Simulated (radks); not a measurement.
Results of a calculation; reference values are marked as such.
The nuclear charge of the tungsten ion W2+ is varied continuously with 72 electrons held in [Xe] 4f14 5d4. Code: a radial shooting solver on a logarithmic mesh with Libxc functionals. Model: scalar-relativistic Kohn-Sham, r2SCAN, spin-polarised, spherical densities, finite nucleus; open shells are filled with parallel spins first (spin-orbit coupling, left out, can overturn this in heavy ions); meta-GGA in the generalised Kohn-Sham scheme; Fermi nuclear charge, rms radius 5.3658 fm. By the Hellmann-Feynman theorem dE/dZ = E(electron-nucleus)/Z, the electronic potential at the nucleus (averaged over a nucleus of fixed radius). The scalar-relativistic energy here is not variational (the density holds large components alone), so the two differ by a part that grows with Z.

Z     E (hartree)  E(electron-nucleus)/Z (hartree)  HOMO  e(HOMO) (eV)  <r> HOMO (bohr)
73    -15603.6907                         -527.692    5d        -9.925            2.144
73.2  -15710.2486                         -529.891    5d       -11.951            2.070
73.4  -15817.2547                         -532.091    5d       -14.090            2.005
73.6  -15924.7091                         -534.291    5d       -16.335            1.946
73.8  -16032.6121                         -536.493    5d       -18.678            1.894
74    -16140.9641                         -538.696    5d       -21.115            1.846
74.2  -16249.7653                         -540.900    5d       -23.641            1.802
74.4  -16359.0163                         -543.107    5d       -26.252            1.762
74.6  -16468.7175                         -545.315    5d       -28.946            1.725
74.8  -16578.8693                         -547.526    5d       -31.718            1.691
75    -16689.4724                         -549.739    5d       -34.566            1.658

The central difference of E at Z = 74 is -542.883 hartree, to compare with the third column; the second derivative is -11.2 hartree.
